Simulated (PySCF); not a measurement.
Delta-SCF ions had no search for a lower state. 

## H3In, SMILES `[InH3]` (charge 0, multiplicity 1)

Computed with TPSSh-D3(BJ)/def2-TZVP // B3LYP-D3(BJ)/def2-TZVP run with PySCF.

```yaml
HOMO: -7.63 eV
dipole_moment: 0.00 D
LUMO: -2.17 eV
HOMO–LUMO gap: 5.46 eV
vertical ionisation energy (Delta-SCF): 10.44 eV
total_energy: -191.8289 Ha
cost: around 10 core-seconds (rough)
```

```xyz
4

In     0.0000     0.0000     0.0000
H     -1.3878    -1.0327    -0.0481
H     -0.2010     1.7185     0.0323
H      1.5887    -0.6858     0.0157
```
